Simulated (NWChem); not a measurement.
Species: BH₂Br; SMILES BBr

```xyz
4

B      0.0000     0.0000    -1.5564
H      0.0000     1.0696    -2.1229
H      0.0000    -1.0696    -2.1229
Br     0.0000     0.0000     0.3436
```
Atoms are numbered in this order, from 1.

Program: NWChem. Coordinates come from a PBE-D3(BJ)/def2-SVP optimisation. Ions are spin-unrestricted doublets at the neutral geometry; other ion states weren't tried.

### Question
What does the run give for r2SCAN/aug-cc-pVDZ? Quantities: vertical ionisation energy, ΔSCF (eV); −ε(HOMO) (eV).

### Answer
The vertical ionisation energy, ΔSCF (eV) comes out as 10.70 and the −ε(HOMO) (eV) is 7.25.
